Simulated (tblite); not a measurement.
C8H9 (doublet state).
Geometry (GFN2-xTB, Å), atoms numbered from 1 in this order:
```
atom  x, y, z in Å
C1     2.9835    0.2040   -0.1648
C2     2.0604   -0.3831    0.5245
C3     0.6662   -0.4887    0.7999
C4    -0.0424   -1.7546    0.3701
C5    -0.9033   -1.1514   -0.4371
C6    -0.3716    0.2382   -0.2201
C7    -1.2398    1.2513    0.4147
C8    -2.3922    0.9814    1.0117
H9     2.7935    1.0067   -0.8808
H10    4.0270   -0.0584   -0.0649
H11    0.4501   -0.2082    1.8349
H12    0.1422   -2.7746    0.6527
H13   -1.7148   -1.4922   -1.0541
H14    0.1638    0.6482   -1.0773
H15   -0.8558    2.2638    0.4072
H16   -2.9821    1.7483    1.4834
H17   -2.7917   -0.0187    1.0393
```

Calculated harmonic vibrations of the isolated species, GFN2-xTB (tblite), most abundant isotopes, no scaling. Against measured fundamentals such values can be off by several per cent, at times by over 20. One conformer, not necessarily the lowest. Open shells enter through the occupations alone, without spin polarisation, and single modes of such species can be off by tens of per cent.

Harmonic wavenumbers (cm⁻¹): 68.0, 76.7, 130.5, 164.6, 228.0, 271.6, 369.7, 396.9, 500.0, 609.9, 631.5, 724.8, 790.7, 824.4, 835.4, 856.2, 881.4, 942.1, 965.5, 972.2, 1002.8, 1010.3, 1045.2, 1073.9, 1085.2, 1121.9, 1151.4, 1210.6, 1244.2, 1290.9, 1309.0, 1384.5, 1405.2, 1666.9, 1675.4, 1825.3, 2858.4, 2920.7, 2964.4, 3041.2, 3048.8, 3104.5, 3112.1, 3130.6, 3131.6.

A = 3948, B = 1462, C = 1212 MHz; mass 105.070 u (most abundant isotopes); point group C1, symmetry number 1; spin multiplicity 2.

What is the zero-point energy?

½Σν̃ = 29528 cm⁻¹ = 353.23 kJ/mol.

Entropy at 350 K, 1 bar (ideal gas, RRHO, classical rotation)?

Translation 170.24, rotation 120.07, vibration 114.41, spin (R ln 2) 5.76: S = 410.5 J/(mol K).

And Cp and H(350 K) − H(0)?

Cp = 161.56 J/(mol K), of which vibrations give 128.30 (their classical limit is 45 R = 374.2); H(350 K) − H(0) = 33.17 kJ/mol without the zero-point energy, 21.53 from vibrations.

What must be added to the electronic energy to get the Gibbs energy at 350 K and 1 bar?

ZPE + [H(350 K) − H(0)] − T·S = 353.23 + 33.17 − 143.67 = 242.73 kJ/mol.

Blend soft modes into free rotors: weight 1/[1 + (100 cm⁻¹/ν̃)⁴] for the oscillator and the rest for a rotor with moment μB/(μ + B), μ = h/(8π²ν), B = 10⁻⁴⁴ kg m². What vibrational entropy results?

106.74 J/(mol K) in place of 114.41, which changes −T·S at 350 K by +2.69 kJ/mol.

How do the functions run with temperature in this model?

| T (K) | S (J/(mol K)) | Cp (J/(mol K)) | H − H(0) (kJ/mol) | G − H(0) (kJ/mol) | ln q(vib) |
| --- | --- | --- | --- | --- | --- |
| 100 | 280.9 | 69.0 | 4.97 | -23.12 | 1.21 |
| 200 | 338.5 | 101.8 | 13.47 | -54.24 | 3.24 |
| 300 | 387.2 | 141.5 | 25.60 | -90.55 | 5.31 |
| 500 | 477.2 | 213.3 | 61.47 | -177.14 | 9.57 |
| 800 | 593.3 | 279.5 | 136.35 | -338.31 | 15.94 |
| 1000 | 658.9 | 307.8 | 195.23 | -463.67 | 19.96 |

q(vib) and H(0) count from the zero-point level.

Which modes carry the vibrational entropy at 350 K?

68.0 cm⁻¹: 18.94; 76.7 cm⁻¹: 17.95; 130.5 cm⁻¹: 13.59; 164.6 cm⁻¹: 11.72; 228.0 cm⁻¹: 9.15; 271.6 cm⁻¹: 7.82 J/(mol K); the other 39 give 35.25 together.

Hindered rotation and anharmonicity are outside this model. Other conformers, if any are populated, would add a mixing term that is left out. The structure is chiral; the term R ln 2 for an equal mix with its mirror image is left out.

On Arm Neoverse V1, one thread, no GPU, shared host with 32 logical CPUs at a one-minute load of 20, this took 0.52 s of wall time. This covers the Hessian and the dipole derivatives.
